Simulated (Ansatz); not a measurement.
A further run on Li3Te⁺.

```yaml
crystal:
  periodic: [false, false, false]
  atoms:
    - {symbol: Li, position_ang: [-2.118498, 0.708289, -0.911373]}
    - {symbol: Li, position_ang: [0.038921, -1.466313, 1.915373]}
    - {symbol: Li, position_ang: [2.019254, 1.140960, -0.663314]}
    - {symbol: Te, position_ang: [0.060313, -0.382926, -0.340695]}
basis:
  gaussian: {orbitals: STO-3G}
total_charge: 1
hamiltonian: {xc: {name: r2SCAN50}}
scf: {omitted_lower_state_checks: [starts]}
```

```sh
$ ansatz run in.yaml --threads 4 --pin off --events-out ev --progress --plain --max-ram 3916MiB
```

Shortened log:

```
Functional definition: r2SCAN50
461 factors; integrals over basis functions are off by at most 5.4e-4 eV
mean field evaluation 1: about -178829.1509 eV, gradient 1.6e1 eV
mean field evaluation 2: about -178830.6469 eV, gradient 7.4e0 eV
mean field evaluation 4: about -178830.9947 eV, gradient 3.6e-1 eV
mean field evaluation 8: about -178830.9896 eV, gradient 8.1e-3 eV
mean field -178830.98956849 eV, -6571.9176506435 hartree, gradient 1.8e-5 eV, S^2 0.000000; 0 other end points of the search recorded, 0 dependent functions left out
reference -178830.98958115 eV, -6571.9176511089 hartree; 30, 30 occupied and 12, 12 virtual orbitals, 461 factors
Total energy: -178830.98958115 eV, -6571.9176511089 hartree
Checks for a lower state left out: starts
```

It took 0.9 s on 4 threads of Arm Neoverse V2 on a shared host.
